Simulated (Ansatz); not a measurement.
Correlation energies of `[Cl][Zr]([SeH])([SeH])[SeH]` by basis set

| atom | x (Å) | y (Å) | z (Å) |
| --- | --- | --- | --- |
| Cl1 | -1.163 | 0.937 | 2.498 |
| Zr2 | -0.130 | 0.357 | 0.499 |
| Se3 | -1.786 | 0.223 | -1.436 |
| Se4 | 1.516 | 2.154 | -0.247 |
| Se5 | 1.052 | -1.901 | 0.723 |
| H6 | -2.571 | -0.720 | -0.614 |
| H7 | 2.368 | 1.050 | -0.724 |
| H8 | 0.714 | -2.101 | -0.699 |

Total charge 0; spin multiplicity 1. Correlated methods include outer-core shells of Se, Zr, which these sets cover unevenly. Scalar relativity is left out up to krypton. Zr takes the def2 core potential. All single points use the PBE0-D4/def2-TZVP geometry. It is one conformer, not always the lowest. Frozen core, restricted reference, Ansatz 0.2.0.

```
     basis      HF (Eh)  MP2 corr.  CCSD corr.       (T)  CCSD(T) total
  def2-SVP  -7706.49262          ?           ?  -0.03984              ?
def2-TZVPP  -7707.55726          ?           –         –              –
def2-QZVPP  -7707.71568          ?           –         –              –
```

Question: Fill in the withheld values. (Best estimate.)

Answer: Ansatz gave: def2-SVP MP2 corr.: -1.10268; def2-SVP CCSD corr.: -1.11573; def2-SVP CCSD(T) total: -7707.64819; def2-TZVPP MP2 corr.: -1.37348; def2-QZVPP MP2 corr.: -2.35360.
